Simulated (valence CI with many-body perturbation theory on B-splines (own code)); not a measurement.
**Ar11+: E2, M1 decay**

Calculated by valence CI with perturbative core correlation (CI+MBPT): five valence electrons over a frozen Dirac-Fock core [He], radial functions for each j: 11 s, 11 p, 10 d, 8 f, 5 g, 2 h, with the one-electron correlation potential Σ1 (screened to all orders), the two-electron term Σ2, the three-electron term Σ3, Breit, model QED; selected single and double excitations, second order for the rest, scaled by the run's own slope (own B-spline code, finite nucleus).

No measured spectrum was set against this ion. As an estimate, levels of excited configurations hold to 0.05 to 0.15 % of their energy, terms of the ground configuration to about 0.5 %. Among the levels kept, up to 4900 cm⁻¹ of a level comes from second order outside the variational space, and about a tenth of that is noise between levels of different J, which matters for small intervals.

Lines 1 to 24 of 24 in falling wavelength, among levels below 3744.0 × 10³ cm⁻¹, chosen from the decays that carry over 1 % of a level's rate. Wavelengths and rates use the calculated energies, so an error of 400 cm⁻¹ moves a line at 183.6 nm by 0.73 % and its rate by three times that or more. Electric multipoles are in the length gauge, E1 and E2 with the static RPA response of the core. Weak lines are less certain than strong ones. Lines between different terms over intervals too small for the method are left out, as are lines whose strength nearly cancels.

Letters in brackets count levels of one name in rising energy.

| λ vac (nm) | Upper | Lower | Type | A (s⁻¹) | Branch % |
| --- | --- | --- | --- | --- | --- |
| 3018 | 2s²2p³ ²D°_5/2 | 2s²2p³ ²D°_3/2 | M1 | 3.67e-01 | 12.7 |
| 183.6 | 2s²2p³ ²P°_1/2 | 2s²2p³ ²D°_3/2 | M1 | 2.00e+02 | 27.9 |
| 178.6 | 2s²2p³ ²P°_3/2 | 2s²2p³ ²D°_5/2 | M1 | 1.99e+02 | 11.7 |
| 168.6 | 2s²2p³ ²P°_3/2 | 2s²2p³ ²D°_3/2 | M1 | 4.04e+02 | 23.7 |
| 105.1 | 2s²2p³ ²D°_3/2 | 2s²2p³ ⁴S°_3/2 | M1 | 9.99e+01 | 100.0 |
| 101.6 | 2s²2p³ ²D°_5/2 | 2s²2p³ ⁴S°_3/2 | M1 | 2.42e+00 | 84.1 |
| 101.6 | 2s²2p³ ²D°_5/2 | 2s²2p³ ⁴S°_3/2 | E2 | 9.15e-02 | 3.2 |
| 66.85 | 2s²2p³ ²P°_1/2 | 2s²2p³ ⁴S°_3/2 | M1 | 5.13e+02 | 71.9 |
| 64.75 | 2s²2p³ ²P°_3/2 | 2s²2p³ ⁴S°_3/2 | M1 | 1.10e+03 | 64.5 |
| 3.468 | 2s²2p²3p ²S°_1/2 | 2s²2p³ ²D°_5/2 | E2 | 9.31e+07 | 4.1 |
| 3.464 | 2s²2p²3p ²S°_1/2 | 2s²2p³ ²D°_3/2 | E2 | 9.98e+07 | 4.4 |
| 3.457 | 2s²2p²3p ⁴D°_1/2 | 2s²2p³ ²D°_5/2 | E2 | 2.09e+07 | 1.2 |
| 3.419 | 2s²2p²3p ²D°_3/2 [a] | 2s²2p³ ²D°_5/2 | E2 | 4.67e+07 | 1.3 |
| 3.415 | 2s²2p²3p ²D°_3/2 [a] | 2s²2p³ ²D°_3/2 | E2 | 1.22e+08 | 3.5 |
| 3.402 | 2s²2p²3p ²D°_5/2 [a] | 2s²2p³ ²D°_5/2 | E2 | 1.19e+08 | 2.8 |
| 3.351 | 2s2p³3p ⁴F_9/2 | 2s2p⁴ ⁴P_5/2 | E2 | 1.09e+08 | 2.5 |
| 3.344 | 2s²2p²3p ²F°_5/2 | 2s²2p³ ²D°_3/2 | E2 | 7.61e+07 | 1.2 |
| 3.344 | 2s²2p²3p ⁴D°_1/2 | 2s²2p³ ⁴S°_3/2 | E2 | 9.14e+07 | 5.4 |
| 3.344 | 2s²2p²3p ²F°_7/2 | 2s²2p³ ²D°_5/2 | E2 | 9.10e+07 | 1.4 |
| 3.340 | 2s²2p²3p ⁴D°_3/2 | 2s²2p³ ⁴S°_3/2 | E2 | 9.68e+07 | 3.6 |
| 3.331 | 2s²2p²3p ⁴D°_5/2 | 2s²2p³ ⁴S°_3/2 | E2 | 9.76e+07 | 4.0 |
| 3.320 | 2s²2p²3p ⁴D°_7/2 | 2s²2p³ ⁴S°_3/2 | E2 | 1.03e+08 | 5.7 |
| 2.860 | 2s2p³3d ²G°_9/2 | 2s²2p³ ²D°_5/2 | E2 | 7.34e+08 | 18.9 |
| 2.857 | 2s2p³3d ²G°_7/2 | 2s²2p³ ²D°_3/2 | E2 | 6.71e+08 | 4.2 |
